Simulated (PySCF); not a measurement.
Excitations are Tamm–Dancoff values on a coarser integration grid. The basis has no diffuse functions, so Rydberg states are missing or too high.

## C$_{3}$H$_{4}$S, SMILES `C#CSC` (charge 0, multiplicity 1)

These are PBE-D3(BJ)/def2-TZVP run with PySCF values and carry that method's errors.

```json
{
  "HOMO": "-5.39 eV",
  "dipole_moment": "1.61 D",
  "LUMO": "-1.27 eV",
  "HOMO–LUMO gap": "4.13 eV",
  "S1 excitation (TDA)": "4.23 eV",
  "S1 oscillator strength": "0.000",
  "T1 excitation (TDA)": "3.86 eV",
  "S1–T1 gap (TDA)": "0.37 eV",
  "total_energy": "-514.5733 Ha",
  "cost": "roughly 40 core-seconds"
}
```

```xyz
8

C      2.2789    -0.2719     0.0821
C      1.1295    -0.6053    -0.1457
S     -0.4224    -1.1416    -0.4896
C     -1.4103     0.2978     0.0419
H      3.2870     0.0256     0.2841
H     -2.4570     0.0289    -0.1509
H     -1.2659     0.4840     1.1121
H     -1.1399     1.1825    -0.5455
```
